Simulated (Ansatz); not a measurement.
CH$_{3}$B$_{2}$FO, SMILES `FB1CBO1`. Charge 0, multiplicity 1.

```xyz
8

F     1.099   -1.174    1.683
B     0.509   -0.380    0.822
C     0.065   -0.429   -0.683
B    -0.601    0.880   -0.097
O    -0.007    0.868    1.165
H     0.870   -0.222   -1.393
H    -0.542   -1.248   -1.065
H    -1.393    1.705   -0.432
```

(1) What are the harmonic wavenumbers in cm⁻¹ at PBE0-D4/def2-TZVP (Ansatz, finite differences of forces, unscaled)? (Best estimate.)

(2) Is this a minimum?

(3) Give the ideal-gas thermochemistry at 298.15 K and 1 bar (rigid rotor, harmonic oscillator; point group C1, symmetry number 1).

## Answers

(1) The calculation gave: 70, 399, 416, 606, 627, 801, 913, 934, 999, 1006, 1025, 1115, 1318, 1375, 1488, 2671, 3094, 3159.

(2) Yes, all 18 modes are real.

(3) Zero-point energy 131.7 kJ/mol; H(298) − E = 146.9 kJ/mol; entropy 298.4 J/(mol·K), of which translation 162.1, rotation 103.9, vibration 32.3; G(298) − E = 58.0 kJ/mol. Modes under 100 cm⁻¹ are hindered rotations or soft bends, so the harmonic entropy is rough.
